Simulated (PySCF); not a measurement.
Correlation energy of Co²⁺ (cobalt, charge +2)

[Ar] 3d6 4s1, high-spin 6D determinant (an excited configuration). Computed with PySCF 2.14 in x2c-TZVPPall, with scalar relativity by spin-free X2C-1e. Frozen: [Ar]; 7 electrons correlated.

| level | correlation energy (mhartree) |
| --- | --- |
| CCSD | -136.41 |
| (T) | -1.80 |
| CCSD(T) | -138.21 |

Diagnostics: T1 = 0.0055, D1 = 0.0128, largest double amplitude 0.016.

**Question.** Is a single reference adequate?

**Answer.** Yes: T1 lies below 0.03 and no double amplitude reaches 0.07.
